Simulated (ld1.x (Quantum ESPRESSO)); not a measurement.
**B: excitation energies, all-electron against TM**

boron (B), norm-conserving Troullier–Martins (Kleinman–Bylander form), made with ld1.x (Quantum ESPRESSO) 7.5 (PBEsol, scalar-relativistic). Core [He], reference 2s2 2p1. Waves: 2s (bound): rc 1.05 bohr; 2p (bound): rc 1.90 bohr; 3d channel at 0.3 Ry: rc 2.00 bohr. Local part: all-electron potential smoothed inside 1.10 bohr (lloc = -1). Core correction: a·sin(br)/r model core inside 0.90 bohr.

Energies are relative to the spin-unpolarised reference configuration 2s2 2p1; without spin polarisation the order of configurations can differ from experiment. The frozen-core shift is the all-electron ΔE with the core orbitals held at their reference shape minus the fully relaxed ΔE.

```
valence configuration  charge  ΔE all-electron (eV)  error AE − PS (meV)  frozen-core shift (meV)
              2s1 2p0      +2                33.401                  +60                     +7.3
            2s2 2p0.5    +0.5                 2.855                 +1.9                     +0.1
            2s2 2p1.3    -0.3                -0.724                 +0.2                      0.0
              2s0 2p3       0                11.657                 +6.8                     +1.6
              2s1 2p2       0                 5.819                 +1.6                     +0.4
```

(1) What are ΔE and the potential's error for 2s1 2p1?

(2) What are ΔE and the potential's error for 2s2 2p0?

Levels in the configuration 2s1 2p2:

| level | all-electron (eV) | pseudo (eV) |
| --- | --- | --- |
| 2s | -9.847 | -9.848 |
| 2p | -4.017 | -4.021 |

Answers

(1) ΔE = 14.264 eV all-electron; the error (AE − PS) is -2.7 meV.

(2) ΔE = 8.139 eV all-electron; the error (AE − PS) is +15 meV.
